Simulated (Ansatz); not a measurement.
ClF₂HMoO₂ (`[O]=[Mo]([OH])([F])([F])[Cl]`), relaxed with RKS PBE0-D4/def2-TZVP in Ansatz 0.2.0 from a PBE-D4/def2-SVP geometry. The force threshold is 0.005 eV/Å; the program also tests the step.

Charge 0, multiplicity 1. Mo takes the def2 core potential.

Start:

```xyz
7

O    -1.557    0.490   -1.022
Mo   -0.329    0.202    0.070
O     0.978   -0.533   -1.053
F     0.757    1.720    0.200
F    -1.030    0.842    1.674
Cl   -0.704   -1.899    0.966
H     1.885   -0.822   -0.834
```

```csv
step,energy (eV),largest force (eV/Å),largest move (Å)
1,-23919.0253,1.358,0.000
2,-23919.0848,0.210,0.051
3,-23919.0873,0.045,0.015
4,-23919.0874,0.028,0.005
5,-23919.0875,0.016,0.002
6,-23919.0875,0.013,0.003
7,-23919.0876,0.014,0.007
8,-23919.0876,0.004,0.001
```

End:

```xyz
7

O    -1.540    0.486   -1.013
Mo   -0.330    0.202    0.060
O     0.968   -0.526   -1.037
F     0.747    1.702    0.205
F    -1.018    0.826    1.654
Cl   -0.686   -1.868    0.957
H     1.859   -0.821   -0.826
```

Run time 34 s (4 threads of an Arm Neoverse V2 on a shared host); peak host memory 0.58 GiB.
